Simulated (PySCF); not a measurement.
# Stationary points of MoO₂(OH)₂

Computed with PBE in PySCF with Mo def2-SVP with ECP28, O def2-SVP, H def2-SVP; scalar-relativistic core potentials, no spin–orbit coupling; density-fitted integrals.

Relaxations began from a few typed shapes. The search is not exhaustive: other isomers or separated fragments can lie lower, and high-lying points may rest on an excited occupation.

(1) Which is the lowest minimum found?
A. singlet C2h: Mo–O 1.769 Å (×2), Mo–O 1.922 Å (×2), O–H 0.982 Å (×2); H–O–Mo 113.4° (×2), O–Mo–O 89.8° (×2), O–Mo–O 90.2° (×2), O–Mo–O 180.0° (×2)
B. singlet C2: Mo–O 1.699 Å (×2), Mo–O 1.887 Å (×2), O–H 0.976 Å (×2); H–O–Mo 122.4° (×2), O–Mo–O 108.4° (×2), O–Mo–O 109.4°, O–Mo–O 110.1° (×2), O–Mo–O 110.5°
C. singlet C2: Mo–O 1.699 Å (×2), Mo–O 1.886 Å (×2), O–H 0.976 Å (×2); H–O–Mo 122.6° (×2), O–Mo–O 108.4° (×2), O–Mo–O 109.3°, O–Mo–O 110.2° (×3)

Answers

(1) B. The others lie at 0.6 (singlet C2), 434.7 (singlet C2h, a saddle point) kJ/mol above it.

For the lowest minimum: stability towards spin polarisation was not tested.
